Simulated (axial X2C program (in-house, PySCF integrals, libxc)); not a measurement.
Spin–orbit effects down a group: molecules with Sb, HF

All values come from calculations with an axial X2C code built on PySCF integrals, spin-free (one-electron X2C) or two-component (2c: spin–orbit coupling with atomic mean-field Coulomb and Gaunt terms, which also bring small scalar terms), in Dyall basis sets with cores contracted in-house; open shells are unrestricted.

Basis sets: H dyall-v3z, Li dyall-cv3z, Na dyall-cv3z, Sb dyall-cv3z.

| molecule | spin-free state | Re (Å) | ωe (cm⁻¹) | De (eV) | 2c state | Re 2c (Å) | ωe 2c (cm⁻¹) | De 2c (eV) |
| --- | --- | --- | --- | --- | --- | --- | --- | --- |
| SbH | M_S = 1, Λ = 0 | 1.704 | 2024.5 | 1.62 | Ω = 1 | 1.705 | 2018.4 | 1.59 |
| LiSb | M_S = 1, Λ = 0 | 2.648 | 395.5 | 0.63 | Ω = 1 | 2.642 | 393.9 | 0.63 |
| NaSb | M_S = 1, Λ = 0 | 2.978 | 192.9 | 0.31 | Ω = 1 | 2.974 | 193.8 | 0.31 |

(1) Work out the shifts from the spin-free to the two-component result.

Each entry is the lowest single determinant of a limited PBE0 search at one distance. De goes to single-determinant-based atoms at the same level (for ions the charge split of lowest energy) and is withheld (n/a) where an atom does not fit its ground term or J level. Main or longest-lived isotopes. One determinant is a doubtful description, or other states lie close, for SbH, LiSb, NaSb; these need not be ground states, and all values refer to the states named. Some open-shell Ω = 0 determinants are out of reach, so the Ω given for SbH, LiSb, NaSb need not be the lowest component. With several unpaired electrons the Ω given is that of one determinant, not necessarily of the lowest component.

## Answers

(1) 

```
molecule  2c state  ΔRe (Å)  Δωe (cm⁻¹)  ΔDe (eV)
     SbH     Ω = 1    0.001        -6.1     -0.03
    LiSb     Ω = 1   -0.006        -1.6      0.00
    NaSb     Ω = 1   -0.004         0.9      0.00
```

Shifts of one unit in the last digit are rounding.
